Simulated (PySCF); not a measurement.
Nb(F)4(SH) (F₄HNbS), SMILES [F][Nb]([F])([SH])([F])[F], multiplicity 1. Atoms are numbered in the order given.

```xyz
7

Nb    -0.0028    -0.2919     0.0000
F      1.8768    -0.1581     0.0000
F     -1.8735    -0.1219     0.0000
F     -0.0034    -1.1786     1.6340
F     -0.0034    -1.1786    -1.6340
S     -0.0711     2.0908     0.0000
H      1.2837     2.2498     0.0000
```
Charge 0, spin multiplicity 1.

The structure is a stationary point at PBE-D3(BJ)/def2-SVP. The multiplicity is an assumed one; no other spin state was optimised. The structure was generated by enumeration; whether it is a known compound was not checked. The def2 effective core potentials stand for the cores of Nb; spin–orbit coupling is left out. One conformer was computed; it need not be the lowest.

Method: CAM-B3LYP/def2-TZVP in PySCF.

Atomic charges (e):

```
atom  Mulliken  Löwdin
----  --------  ------
Nb1       1.83    0.71
F2       -0.44   -0.25
F3       -0.43   -0.23
F4       -0.41   -0.21
F5       -0.41   -0.21
S6       -0.33    0.12
H7        0.19    0.07
```
